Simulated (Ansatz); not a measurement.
`Cl[SiH]1CC1` + H–F → `F[SiH]1CC1` + HCl  (ligand exchange at the Si–Cl bond)

Calculated with Ansatz (gas phase, PBE0-D4/def2-TZVP geometries, no zero-point term in ΔE). CBS: MP2 limit from def2 TZ/QZ plus the TZ coupled-cluster correction, frozen cores. This one scheme is used for every species. DFT in def2-TZVPP.

```csv
level,ΔE (kJ/mol)
PBE-QIDH,-26.2
MP2/CBS(def2),-22.6
```

Question: What does CCSD(T)/CBS give? (Estimate.)

Answer: Computed: -28.5 kJ/mol. The listed levels differ from it by 2.3, 5.9 kJ/mol.

Question: What do rigid-rotor, harmonic-oscillator terms from PBE0-D4/def2-TZVP frequencies (298.15 K, 1 bar) make of the CCSD(T)/CBS value? (Estimate.)

Answer: The calculation gave: ΔZPE = -4.3 kJ/mol, ΔH = -33.5 kJ/mol, ΔS = 1 J/(mol·K), ΔG = -33.8 kJ/mol.

Largest T1 diagnostic among the species: 0.011.

In def2-TZVPP, CCSD(T) changes the Hartree–Fock value by +13.0 kJ/mol (the triples alone add +3.0 kJ/mol) and MP2 by +18.9 kJ/mol. Leaving LDA and LC-ωPBE aside and taking each functional with its dispersion term where it has one, the values, not all of them listed here, spread over 19.1 kJ/mol, from CAM-B3LYP-D4 to revPBE-D4.
